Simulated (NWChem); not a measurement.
System: CH6BN; SMILES CBN

Here is an NWChem input.

```
start job
memory heap 200 mb stack 900 mb global 1100 mb
geometry units angstroms noautosym nocenter noautoz
  B     -0.514667     0.090086     0.000000
  H     -1.726354     0.186378     0.000000
  C      0.178518    -1.323081     0.000000
  H     -0.147879    -1.905588    -0.878483
  H     -0.147879    -1.905588     0.878483
  H      1.279962    -1.292287     0.000000
  N      0.211715     1.279746     0.000000
  H     -0.223161     2.192539     0.000000
  H      1.223828     1.311779     0.000000
end
basis spherical
  * library 6-31+g*
end
dft
  xc hfexch
  iterations 150
end
property
  response 1 0.0
end
task dft property
```

Coordinates come from a PBE0/def2-SVP optimisation.

Static field.

**Question.** Give the results of this calculation. (Hartree-Fock/6-31+G* (spherical d).) Quantities: isotropic polarisability (bohr³); anisotropy (bohr³).

**Answer.** 
```
Item                              Value
--------------------------------  -----
isotropic polarisability (bohr³)   31.9
anisotropy (bohr³)                  9.8
```
